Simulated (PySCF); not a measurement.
**Question.** Write Cartesian coordinates for InChI=1S/C5H3ClNOP/c6-5-2-1-4(3-7)9(5)8/h1-2,9H as optimised with PBE0/def2-SV(P).

**Answer.** 
```xyz
12
C5H3ClNOP angstrom
N      2.9358   -0.1307    0.0146
C      1.7768   -0.1956    0.0506
C      0.3698   -0.3102    0.1029
C     -0.5318    0.5322   -0.4623
C     -1.9429    0.1963   -0.2664
C     -2.1422   -0.9240    0.4566
Cl    -3.6322   -1.6117    0.8928
P     -0.5323   -1.6767    0.9261
O     -0.2588   -2.0397    2.3405
H     -0.2386    1.4161   -1.0369
H     -2.7470    0.8144   -0.6745
H     -0.4194   -2.7351   -0.0290
```

Orientation and origin are arbitrary. Atoms count from 1 in this order. The 5-membered ring C3–C4–C5–C6–P8 has internal angles of 90.6° to 116.2°; it is planar, 0.01 Å rms from its mean plane, widest ring torsion 2°. P8 (phosphoryl phosphorus) has angles from 90.6° to 121.3°. The C–C distances run from 1.348 Å (C5=C6, drawn double) to 1.464 Å (C4–C5, drawn single), a spread of 0.116 Å.

Bonds between heavy atoms (Å): N1≡C2 1.161, C2–C3 1.413, C3=C4 1.357, C4–C5 1.464, C5=C6 1.348, C6–Cl7 1.698, C6–P8 1.838, P8=O9 1.486, C3–P8 1.833.

Theory: PBE0/def2-SV(P) geometry optimisation, gas phase (PySCF).

Point group: C1 (no symmetry element, even within 0.4 Å). Whether it is a minimum is left open (no frequencies).
